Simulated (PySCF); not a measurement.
A geometry optimisation on aluminum monobromide (`[Al][Br]`) [singlet].

Method: PBE0-D3(BJ)/def2-SVP geometry optimisation, gas phase (PySCF 2.14.0). Start geometry: GFN2-xTB. The input is one job of a driver script: a line of settings, then coordinates in Å.

Input:
```
{"job": {"xc": "PBE0", "basis": "def2-SVP", "d3": "d3bj", "grid": 1, "maxiter": 30, "shake": 0.01, "kind": "geom"}, "charge": 0, "multiplicity": 1}
Al     1.163790    -0.028470     0.001370
Br    -1.146300    -0.000340    -0.013490
```

Output:
```
step   0  E = -2815.83443243  max force = 0.001100
step   1  E = -2815.83445249  max force = 0.000132
step   2  E = -2815.83445393  max force = 0.000131
optimisation converged
```

Energies in Eh; «max force» is the largest Cartesian gradient component in Eh/bohr.

Task: Give the first gradient maximum in eV/Å.

Result: With 1 Eh/bohr = 51.422 eV/Å, 0.057 eV/Å.

Task: How much energy does the optimisation release, in kcal/mol?

Result: E(step 0) − E(last step) = 0.000022 Eh, which is 0.0 kcal/mol.

Main results: final energy -2815.83445 Eh after 2 steps; dipole 1.48 D.

Task: Where do the atoms end?

Result: 0.002 Å rms from the input after alignment:
```
atom  x, y, z in Å
Al1    1.1653   -0.0855    0.0326
Br2   -1.1442    0.0576   -0.0419
```

Hardware: one thread, Arm Neoverse V1 (aarch64), no GPU, shared host with 32 logical CPUs at a one-minute load of 14. Cost: 2.3 s, 0.26 GiB resident at most.
Labels such as C1 count atoms from 1, the log's own numbers from 0.
